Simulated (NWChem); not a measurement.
System: C2H6O2Si; SMILES [Si@@H](O)(C)C=O

The following NWChem deck was run.

```
start job
memory heap 200 mb stack 900 mb global 1100 mb
geometry units angstroms
  C      1.901294     0.416927    -0.867320
  Si     0.476565     0.279644     0.373509
  O     -0.568694     1.495629     0.132430
  C     -0.504513    -1.347802     0.085605
  O     -1.697008    -1.326488    -0.112883
  H      2.388439     1.382285    -0.772192
  H      1.555596     0.324627    -1.893810
  H      2.652161    -0.348704    -0.698714
  H      0.935222     0.270027     1.764511
  H     -1.506672     1.314181     0.087448
  H      0.016270    -2.326948     0.109906
end
basis spherical
  * library def2-svp
end
dft
  xc pbe0
  iterations 150
end
driver
  maxiter 120
end
task dft optimize
task dft freq
```

The level has its own optimisation; frequencies are unscaled. Brackets give each atom's bonded neighbours.

Question: Give the results of this calculation. (PBE0/def2-SVP.) Quantities: r C–Si [C(HHHSi)–Si(CCHO)] (Å); r C–H [C(HHHSi)–H(C)] (Å); r O–Si (Å); r C–Si [C(HOSi)–Si(CCHO)] (Å); highest harmonic frequency (cm⁻¹); lowest (cm⁻¹); zero-point energy (kcal/mol); dipole (D).

Answer: 
- r C–Si [C(HHHSi)–Si(CCHO)] (Å): 1.866
- r C–H [C(HHHSi)–H(C)] (Å): 1.101
- r O–Si (Å): 1.661
- r C–Si [C(HOSi)–Si(CCHO)] (Å): 1.934
- highest harmonic frequency (cm⁻¹): 3781
- lowest (cm⁻¹): 93
- zero-point energy (kcal/mol): 49.5
- dipole (D): 2.36
